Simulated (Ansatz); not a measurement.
Cost against result

Saddle point of GeSiH8S, singlet (GeSiH₆ ([SiH3][GeH3]) + H₂S → GeH₄S ([SH][GeH3]) + SiH₄; bonds formed: Ge1–S7, Si2–H6; bonds broken: Ge1–Si2, H6–S7), PBE0-D4/def2-TZVP structure:

```xyz
11
angstrom
Ge -1.0073 0.7868 -0.1984
Si 0.4065 -1.3871 0.5966
H -1.2498 1.2179 -1.6481
H -1.3057 1.7626 0.9391
H -1.9597 -0.4469 0.0062
H 0.7638 0.2891 0.1137
S 1.4050 1.8992 -0.3913
H -0.4090 -1.5735 1.8222
H -0.0740 -2.2577 -0.5053
H 1.8382 -1.6771 0.8840
H 1.5921 1.3867 -1.6184
```

Barriers are electronic and count from the start structure reached by relaxing down the imaginary mode.

Computed with Ansatz 0.2.0 (basis: as named in each row); correlated methods freeze the cores. Filled d shells of the heavier atoms are correlated. The def2 sets are not built for correlating such inner shells, so the correlated values are less sure here. B3LYP uses VWN-RPA correlation. Extrapolation: Hartree–Fock as exp(−7.88 √X), correlation as X^−2.97.

Times are rough, for one single point on 4 threads of a shared host (Arm Neoverse V1).

The estimate by CCSD(T) at an estimated basis limit (MP2 extrapolated from triple and quadruple zeta, plus CCSD(T) − MP2 in triple zeta) is 59.93 kcal/mol.

```csv
method,basis,time (s),barrier (kcal/mol),method less estimate
HF,STO-3G,under 1,131.46,71.54
SPW92,def2-SVP,under 1,43.21,-16.71
PBE-D4,STO-3G,under 1,81.22,21.30
PBE-D4,def2-SVP,under 1,48.64,-11.28
B3LYP-D4,6-31G,under 1,56.10,-3.82
PBE0-D4,def2-SVP,1,55.27,-4.66
SPW92,def2-TZVPP,1,42.78,-17.15
PBE-D4,def2-TZVPP,2,47.70,-12.23
BLYP-D4,def2-TZVPP,2,51.66,-8.26
B3LYP-D4,def2-TZVPP,3,56.46,-3.47
BHLYP-D4,def2-TZVPP,3,63.01,3.08
PBE0-D4,def2-TZVPP,3,53.63,-6.30
CAM-B3LYP-D4,def2-TZVPP,3,61.47,1.54
CCSD(T),def2-SVP,4,67.13,7.20
r2SCAN-D4,def2-TZVPP,5,52.23,-7.70
RPA on PBE,def2-TZVPP,5,60.11,0.18
r2SCAN0-D4,def2-TZVPP,6,56.33,-3.60
wB97M-V,def2-SVP,6,61.48,1.56
B2PLYP,def2-TZVPP,6,59.33,-0.60
PBE-QIDH,def2-TZVPP,6,58.38,-1.55
wB97X-V,def2-TZVPP,8,62.00,2.08
B97M-V,def2-TZVPP,9,55.58,-4.34
wB97M-V,def2-TZVPP,10,59.93,0.00
MP2,def2-QZVPP,25,58.72,-1.20
CCSD(T),def2-TZVPP,140,60.78,0.85
```

All methods are single points on the PBE0-D4 structures.

The T1 diagnostic stays at or below 0.015.

Labels in which every atom is bracketed show which atoms are joined, not bond orders.
